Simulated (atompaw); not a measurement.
**Reading a pseudo-wave (nitrogen)**

Columns: radius, all-electron u(r) and pseudo u(r) of the 2s shell (level -18.46 eV) of nitrogen in the configuration [He] 2s2 2p3; PBEsol, scalar-relativistic, PAW (atompaw) scheme, atompaw 4.2.0.5.

| r (bohr) | all-electron | pseudo |
| --- | --- | --- |
| 0.067 | -0.3324 | 0.1018 |
| 0.135 | -0.3823 | 0.2035 |
| 0.202 | -0.2891 | 0.3006 |
| 0.269 | -0.1323 | 0.3932 |
| 0.337 | 0.0472 | 0.4811 |
| 0.404 | 0.2204 | 0.5608 |
| 0.471 | 0.3776 | 0.6327 |
| 0.538 | 0.5136 | 0.6959 |
| 0.606 | 0.6281 | 0.7509 |
| 0.673 | 0.7179 | 0.7957 |
| 0.740 | 0.7864 | 0.8312 |
| 0.808 | 0.8363 | 0.8579 |
| 0.875 | 0.8687 | 0.8753 |
| 0.942 | 0.8868 | 0.8844 |
| 1.010 | 0.8930 | 0.8859 |
| 1.077 | 0.8892 | 0.8804 |
| 1.144 | 0.8775 | 0.8688 |
| 1.212 | 0.8591 | 0.8516 |
| 1.279 | 0.8362 | 0.8303 |
| 1.346 | 0.8095 | 0.8054 |
| 1.413 | 0.7802 | 0.7775 |
| 1.481 | 0.7485 | 0.7471 |
| 1.548 | 0.7161 | 0.7155 |
| 1.615 | 0.6831 | 0.6829 |
| 1.683 | 0.6494 | 0.6494 |
| 1.750 | 0.6164 | 0.6164 |

Task: How many radial nodes do the two functions have?

Result: The all-electron 2s function has n − l − 1 = 1; the pseudo-wave has 0, since the states of the same l below it are removed with the core.

Task: Is the pseudo-wave norm-conserving?

Result: No, it belongs to a PAW set: the norm inside the radius is not constrained, and the difference is carried by the augmentation charge.
